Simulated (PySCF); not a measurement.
Ir²⁺: ionisation energy

Ir²⁺ [Xe] 4f14 5d7 (4F) → Ir³⁺ [Xe] 4f14 5d6 (5D), as a difference of total energies. Calculation: PySCF 2.14, in aug-cc-pwCVDZ-PP with ECP60MDF (6s6p5d3f, 70 functions); scalar relativity through the core potential. Correlated levels: valence: 5s2 5p6 frozen. The calculations carry no spin-orbit coupling.

**Question.** Order these methods by the ionisation energy they give, lowest first.
A. MP2 (valence)
B. CCSD(T) (valence)
C. UHF
D. SCS-MP2 (valence)

**Answer.** C (27.468 eV), A (28.629 eV), B (28.654 eV), D (28.769 eV).

The reference lies between the lowest fine-structure levels, while these numbers refer to the centres of the terms.

Errors of the correlated levels include the incompleteness of this basis and the frozen core.

For comparison: 28 ± 1.6 eV (theoretical estimate listed by NIST; NIST Atomic Spectra Database, ionization energies).
